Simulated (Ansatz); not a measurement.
C4H2F4, SMILES `FC1(F)C=CC1(F)F` from Hartree–Fock to CCSD(T)

```xyz
10

F    -1.807    0.708    0.645
C    -0.873   -0.196    0.307
F    -1.303   -1.395    0.736
C    -0.367   -0.136   -1.106
C     0.881    0.179   -0.754
C     0.590    0.172    0.719
F     0.724    1.346    1.359
F     1.229   -0.757    1.450
H    -0.866   -0.296   -2.053
H     1.792    0.374   -1.303
```

Charge 0, multiplicity 1. Geometry: relaxed with PBE0-D4/def2-TZVP. Frozen core, restricted reference, Ansatz 0.2.0. CBS rows extrapolate triple and quadruple zeta; past MP2 they add the triple-zeta difference.

```json
{"basis": "def2-SVP", "HF (Eh)": "-549.89225", "MP2 corr.": "-1.23779", "CCSD corr.": "-1.27019", "(T)": "-0.03358", "CCSD(T) total": "-551.19602"}
{"basis": "def2-TZVPP", "HF (Eh)": "-550.56813", "MP2 corr.": "-1.60290", "CCSD corr.": "-1.61926", "(T)": "-0.06078", "CCSD(T) total": "-552.24817"}
{"basis": "def2-QZVPP", "HF (Eh)": "-550.59141", "MP2 corr.": "-1.74063", "CCSD corr.": "–", "(T)": "–", "CCSD(T) total": "–"}
{"basis": "CBS(def2)", "HF (Eh)": "-550.59462", "MP2 corr.": "-1.84266", "CCSD corr.": "-1.85902", "(T)": "as TZ", "CCSD(T) total": "-552.51442"}
```
